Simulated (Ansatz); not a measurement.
**Which is lower?**

The two ends of one reaction step of TiHClF4, closed shell (PBE0-D4/def2-TZVP).

A:

| atom | x (Å) | y (Å) | z (Å) |
| --- | --- | --- | --- |
| Ti1 | -0.6456 | -0.1035 | 0.2717 |
| F2 | 1.4706 | -0.3265 | -1.0551 |
| F3 | -0.0566 | -1.6642 | 0.7566 |
| F4 | -1.2144 | -0.0161 | -1.3673 |
| F5 | -2.0931 | 0.0835 | 1.2055 |
| H6 | 1.9659 | 0.4016 | -0.7605 |
| Cl7 | 0.5731 | 1.6252 | 0.9490 |

B:

```
7
angstrom
Ti -0.5085 -0.7715 0.0200
F 1.2305 -0.8027 -0.1796
F -1.0332 -2.4287 -0.0003
F -1.3126 0.0214 -1.3038
F -0.9862 -0.1172 1.5600
H 1.8798 1.7772 -0.1251
Cl 0.7301 2.3215 0.0287
```

Computed with Ansatz 0.2.0 (basis: def2-TZVPP); correlated methods freeze the cores. B3LYP uses VWN-RPA correlation.

Problem. Which structure is lower at CCSD(T), and by how much? (Judge from chemistry; the value comes from the calculation.)

Solution. Computed: B, by 0.138 eV (electronic energy, against the other). By their contacts, A is a complex of TiClF₃ ([F][Ti]([F])([F])[Cl]) + HF and B is a complex of TiF₄ ([F][Ti]([F])([F])[F]) + HCl.

All methods give the same order:

```json
{"method": "SPW92", "E(B) − E(A) (eV)": "-0.042"}
{"method": "PBE-D4", "E(B) − E(A) (eV)": "-0.156"}
{"method": "BLYP-D4", "E(B) − E(A) (eV)": "-0.209"}
{"method": "r2SCAN-D4", "E(B) − E(A) (eV)": "-0.121"}
{"method": "B97M-V", "E(B) − E(A) (eV)": "-0.129"}
{"method": "PBE0-D4", "E(B) − E(A) (eV)": "-0.124"}
{"method": "B3LYP-D4", "E(B) − E(A) (eV)": "-0.178"}
{"method": "r2SCAN0-D4", "E(B) − E(A) (eV)": "-0.096"}
{"method": "BHLYP-D4", "E(B) − E(A) (eV)": "-0.153"}
{"method": "CAM-B3LYP-D4", "E(B) − E(A) (eV)": "-0.212"}
{"method": "wB97X-V", "E(B) − E(A) (eV)": "-0.214"}
{"method": "wB97M-V", "E(B) − E(A) (eV)": "-0.161"}
{"method": "B2PLYP", "E(B) − E(A) (eV)": "-0.149"}
{"method": "PBE-QIDH", "E(B) − E(A) (eV)": "-0.091"}
{"method": "RPA on PBE", "E(B) − E(A) (eV)": "-0.180"}
{"method": "HF", "E(B) − E(A) (eV)": "-0.241"}
{"method": "MP2", "E(B) − E(A) (eV)": "-0.086"}
{"method": "CCSD", "E(B) − E(A) (eV)": "-0.188"}
{"method": "CCSD(T)", "E(B) − E(A) (eV)": "-0.138"}
```

T1 diagnostic: at most 0.023.

Labels in which every atom is bracketed show which atoms are joined, not bond orders.

For scale, one of the runs: CCSD(T)/def2-TZVPP, 244 basis functions, launched by `ansatz run in.yaml --threads 8 --pin off --events-out ev --progress --plain --max-ram 19148MiB`. Time: 3.5 min of wall clock on 8 CPU threads of an Arm Neoverse V2; the host was shared. Peak host memory: 5.8 GiB.
